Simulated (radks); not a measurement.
Problem. Successive ionisation energies (eV) of one element, from differences of total energies of ions in their ground configurations, starting at charge 44: 7681.0, 7916.6, 8153.9, 8392.5, 8631.6, 9228.9, 9424.4, 38886, 39680. Method: scalar-relativistic Kohn-Sham, PBE, spin-unpolarised, spherical densities, point nucleus; computed with a radial shooting solver on a logarithmic mesh with Libxc functionals. Which element is it?

Solution. Iodine (Z = 53). The first species listed is I44+ in [He] 2s2 2p5, the last I52+ in 1s1.
